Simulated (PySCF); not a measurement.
## Excitation energy of Re²⁺ by level of theory

Re²⁺ [Xe] 4f14 5d5 (6S) → Re²⁺ [Xe] 4f14 5d4 6p1 (high-spin determinant), as a difference of total energies. All numbers are calculated (PySCF 2.14, a scalar-relativistic core potential, in def2-QZVPPD with the def2 core potential (60 electrons) (7s6p4d4f2g, 91 functions)). Correlated levels: valence: 5s2 5p6 frozen. The calculations carry no spin-orbit coupling.

| method | excitation energy (eV) |
| --- | --- |
| UHF | 9.619 |
| MP2 (valence) | 9.840 |
| SCS-MP2 (valence) | 9.693 |
| CCSD (valence) | 9.801 |
| CCSD(T) (valence) | 9.794 |

**Question.** How much does correlation contribute at CCSD(T) (valence)?

**Answer.** 9.794 − (9.619) = 0.175 eV, measured against UHF.

The determinant of the upper state mixes LS terms, which raises its energy above the lowest term, most at the Hartree-Fock and MP2 levels.
